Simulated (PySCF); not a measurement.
H$_{2}$FInSe$_{2}$, singlet, at a GFN2-xTB geometry (such geometries of metal compounds can be far from the true shape) (all electrons, no relativity), with bond 4-3 at 1.8 times its length; CASSCF(8,9)/STO-3G (PySCF).

The PySCF input:
```python
from pyscf import gto, scf, mcscf
import numpy

mol = gto.Mole()
mol.atom = '''
    In    0.29507477   -0.24758824    0.05059120
    F     1.75783660   -1.50103225    0.57315057
    Se   -0.86712853    0.50425084    2.17807054
    H     0.77521849   -0.97603476    3.52485482
    Se    0.00756771    0.22668571   -2.42655755
    H    -1.09941170    1.10740133   -2.11504959
'''
mol.basis = 'sto-3g'
mol.verbose = 4
mol.build()

mf = scf.RHF(mol)
mf.kernel()
mc = mcscf.CASSCF(mf, 9, 8)
mc.fix_spin_(ss=0.0)
mc.kernel()
occ = numpy.linalg.eigvalsh(mc.fcisolver.make_rdm1(mc.ci, mc.ncas, mc.nelecas))[::-1]
ss = mc.fcisolver.spin_square(mc.ci, mc.ncas, mc.nelecas)[0]
print('natural occupations', occ.round(4), ' <S^2>', round(ss, 4))
```

It wrote (shortened):

```
PySCF version 2.14.0

[INPUT] verbose = 4
[INPUT] num. atoms = 6
[INPUT] num. electrons = 128
[INPUT] charge = 0
[INPUT] spin (= nelec alpha-beta = 2S) = 0
[INPUT] symmetry False subgroup None
[INPUT] Mole.unit = angstrom
[INPUT] Symbol           X                Y                Z      unit          X                Y                Z       unit  Magmom
[...]
nuclear repulsion = 1072.89576207458
number of shells = 32
number of NR pGTOs = 210
number of NR cGTOs = 70
basis = sto-3g
ecp = {}

******** <class 'pyscf.scf.hf.RHF'> ********
method = RHF
initial guess = minao
damping factor = 0
level_shift factor = 0
DIIS = <class 'pyscf.scf.diis.CDIIS'>
diis_start_cycle = 1
diis_space = 8
diis_damp = 0
SCF conv_tol = 1e-09
SCF conv_tol_grad = None
SCF max_cycles = 50
direct_scf = True
direct_scf_tol = 1e-13
Set gradient conv threshold to 3.16228e-05
Initial guess from minao.
init E= -10506.1184352606
[...]
cycle= 1 E= -10528.7787395329  delta_E= -22.7  |g|= 0.519  |ddm|= 3.08
[...]
cycle= 2 E= -10528.9417435508  delta_E= -0.163  |g|= 0.396  |ddm|= 2.52
[...]
cycle= 3 E= -10529.0737400757  delta_E= -0.132  |g|= 0.0912  |ddm|= 1.26
[...]
cycle= 4 E= -10529.0806214362  delta_E= -0.00688  |g|= 0.0196  |ddm|= 0.24
[...]
cycle= 5 E= -10529.0810552519  delta_E= -0.000434  |g|= 0.00674  |ddm|= 0.067
[...]
cycle= 6 E= -10529.0811349401  delta_E= -7.97e-05  |g|= 0.00274  |ddm|= 0.0311
[...]
cycle= 7 E= -10529.0811528288  delta_E= -1.79e-05  |g|= 0.000671  |ddm|= 0.0193
[...]
cycle= 8 E= -10529.0811538135  delta_E= -9.85e-07  |g|= 0.000204  |ddm|= 0.00408
[...]
cycle= 9 E= -10529.0811539225  delta_E= -1.09e-07  |g|= 6.01e-05  |ddm|= 0.0015
[...]
cycle= 10 E= -10529.0811539303  delta_E= -7.83e-09  |g|= 1.02e-05  |ddm|= 0.00043
[...]
cycle= 11 E= -10529.0811539304  delta_E= -1.22e-10  |g|= 2.03e-06  |ddm|= 5.16e-05
[...]
Extra cycle  E= -10529.0811539304  delta_E= 2.91e-11  |g|= 9.74e-07  |ddm|= 5.52e-06
converged SCF energy = -10529.0811539304

******** <class 'pyscf.mcscf.mc1step.CASSCF'> ********
CAS (4e+4e, 9o), ncore = 60, nvir = 1
max_cycle_macro = 50
max_cycle_micro = 4
conv_tol = 1e-07
conv_tol_grad = None
orbital rotation max_stepsize = 0.02
orbital rotation threshold for CI restart = 0.01
augmented hessian ah_max_cycle = 30
augmented hessian ah_conv_tol = 1e-12
augmented hessian ah_linear dependence = 1e-14
augmented hessian ah_level shift = 1e-08
augmented hessian ah_start_tol = 2.5
augmented hessian ah_start_cycle = 3
augmented hessian ah_grad_trust_region = 3
kf_trust_region = 3
kf_interval = 4
ci_response_space = 4
ci_grad_trust_region = 3
with_dep4 0
natorb = False
canonicalization = True
sorting_mo_energy = False
ao2mo_level = 2
internal_rotation = False
******** <class 'pyscf.fci.addons.SpinPenaltyFCISolver'> ********
max. cycles = 50
conv_tol = 1e-08
davidson only = True
linear dependence = 1e-12
level shift = 0.001
max iter space = 12
nroots = 1
pspace_size = 400
spin = None
CASCI E = -10529.1929948698  S^2 = 0.0000000
Set conv_tol_grad to 0.000316228
macro iter   1 ( 21 JK    4 micro), CASSCF E = -10529.2072175340  dE = -1.42226642e-02  S^2 = 0.0000000
               |grad[o]|=0.0707  |grad[c]|=0.0244  |ddm|= 0.05  |maxRot[o]|=0.301
macro iter   2 ( 21 JK    4 micro), CASSCF E = -10529.2101448338  dE = -2.92729977e-03  S^2 = 0.0000000
               |grad[o]|=0.027  |grad[c]|=0.00658  |ddm|=0.0125  |maxRot[o]|=0.125
macro iter   3 ( 17 JK    4 micro), CASSCF E = -10529.2110260603  dE = -8.81226599e-04  S^2 = 0.0000000
               |grad[o]|=0.0107  |grad[c]|=0.00417  |ddm|=0.00815  |maxRot[o]|=0.164
macro iter   4 ( 17 JK    4 micro), CASSCF E = -10529.2115663570  dE = -5.40296633e-04  S^2 = 0.0000000
               |grad[o]|=0.00587  |grad[c]|=0.00548  |ddm|=0.015  |maxRot[o]|=0.165
macro iter   5 ( 21 JK    4 micro), CASSCF E = -10529.2121763174  dE = -6.09960372e-04  S^2 = 0.0000000
               |grad[o]|=0.00351  |grad[c]|=0.0414  |ddm|=0.0486  |maxRot[o]|=0.303
[...]
               |grad[o]|=0.00188  |grad[c]|=0.00144  |ddm|=0.00546  |maxRot[o]|= 0.06
macro iter  22 ( 11 JK    3 micro), CASSCF E = -10529.2366383320  dE = -2.62091711e-04  S^2 = 0.0000000
               |grad[o]|=0.00165  |grad[c]|=0.00126  |ddm|=0.00606  |maxRot[o]|=0.0711
macro iter  23 ( 21 JK    4 micro), CASSCF E = -10529.2366251625  dE =  1.31694487e-05  S^2 = 0.0000000
               |grad[o]|=0.00135  |grad[c]|=0.00266  |ddm|=0.00234  |maxRot[o]|=0.0366
macro iter  24 ( 21 JK    4 micro), CASSCF E = -10529.2367699663  dE = -1.44803800e-04  S^2 = 0.0000000
               |grad[o]|=0.00138  |grad[c]|=0.00118  |ddm|=0.00288  |maxRot[o]|=0.0442
macro iter  25 ( 12 JK    3 micro), CASSCF E = -10529.2368989446  dE = -1.28978327e-04  S^2 = 0.0000000
               |grad[o]|=0.00113  |grad[c]|=0.00156  |ddm|=0.00247  |maxRot[o]|=0.0566
macro iter  26 ( 21 JK    4 micro), CASSCF E = -10529.2368950685  dE =  3.87615364e-06  S^2 = 0.0000000
               |grad[o]|=0.000844  |grad[c]|=0.00227  |ddm|=0.00118  |maxRot[o]|=0.0281
macro iter  27 ( 21 JK    4 micro), CASSCF E = -10529.2369550223  dE = -5.99538034e-05  S^2 = 0.0000000
               |grad[o]|=0.00088  |grad[c]|=0.00107  |ddm|=0.0012  |maxRot[o]|=0.0365
macro iter  28 ( 21 JK    4 micro), CASSCF E = -10529.2369716626  dE = -1.66402879e-05  S^2 = 0.0000000
               |grad[o]|=0.00068  |grad[c]|=0.0033  |ddm|=0.00137  |maxRot[o]|=0.0597
macro iter  29 ( 12 JK    3 micro), CASSCF E = -10529.2369911745  dE = -1.95118937e-05  S^2 = 0.0000000
               |grad[o]|=0.000694  |grad[c]|=0.00285  |ddm|=0.00182  |maxRot[o]|=0.0582
macro iter  30 ( 20 JK    4 micro), CASSCF E = -10529.2370058052  dE = -1.46306811e-05  S^2 = 0.0000000
               |grad[o]|=0.000616  |grad[c]|=0.00371  |ddm|=0.000544  |maxRot[o]|=0.0274
macro iter  31 ( 10 JK    3 micro), CASSCF E = -10529.2370184591  dE = -1.26539708e-05  S^2 = 0.0000000
               |grad[o]|=0.000538  |grad[c]|=0.00248  |ddm|=0.000508  |maxRot[o]|=0.049
macro iter  32 ( 15 JK    4 micro), CASSCF E = -10529.2368255499  dE =  1.92909272e-04  S^2 = 0.0000000
               |grad[o]|=0.000516  |grad[c]|=0.0106  |ddm|=0.00228  |maxRot[o]|=0.0984
macro iter  33 ( 21 JK    4 micro), CASSCF E = -10529.2368907376  dE = -6.51877726e-05  S^2 = 0.0000000
               |grad[o]|=0.00137  |grad[c]|=0.00319  |ddm|=0.00191  |maxRot[o]|=0.0736
macro iter  34 ( 21 JK    4 micro), CASSCF E = -10529.2369144286  dE = -2.36909636e-05  S^2 = 0.0000000
               |grad[o]|=0.0011  |grad[c]|=0.00261  |ddm|=0.00147  |maxRot[o]|=0.0641
macro iter  35 (  7 JK    2 micro), CASSCF E = -10529.2370092931  dE = -9.48644665e-05  S^2 = 0.0000000
               |grad[o]|=0.000978  |grad[c]|=0.00194  |ddm|=0.00153  |maxRot[o]|=0.0511
macro iter  36 (  5 JK    2 micro), CASSCF E = -10529.2370307599  dE = -2.14668526e-05  S^2 = 0.0000000
               |grad[o]|=0.000461  |grad[c]|=0.000691  |ddm|=0.000492  |maxRot[o]|=0.0256
macro iter  37 ( 17 JK    4 micro), CASSCF E = -10529.2370349086  dE = -4.14872193e-06  S^2 = 0.0000000
               |grad[o]|=0.00019  |grad[c]|=0.000373  |ddm|=0.000118  |maxRot[o]|=0.0326
macro iter  38 (  4 JK    1 micro), CASSCF E = -10529.2370352103  dE = -3.01695763e-07  S^2 = 0.0000000
               |grad[o]|=6.78e-05  |grad[c]|=0.000109  |ddm|=4.74e-05  |maxRot[o]|=0.00444
macro iter  39 (  1 JK    1 micro), CASSCF E = -10529.2370352107  dE = -4.01996658e-10  S^2 = 0.0000000
               |grad[o]|=1.96e-05  |grad[c]|=3.14e-05  |ddm|=    0  |maxRot[o]|=    0
1-step CASSCF converged in  39 macro (641 JK 137 micro) steps
CASSCF canonicalization
Density matrix diagonal elements [1.94239572 1.97570149 1.99091212 1.49734031 0.50256371 0.02653227
 0.01689415 0.04160362 0.0060566 ]
CASSCF energy = -10529.2370352107
CASCI E = -10529.2370352107  E(CI) = -16.7814358227879  S^2 = 0.0000000
natural occupations [1.9943e+00 1.9777e+00 1.9436e+00 1.4974e+00 5.0300e-01 5.6700e-02
 2.1800e-02 5.2000e-03 2.0000e-04]  <S^2> 0.0
```
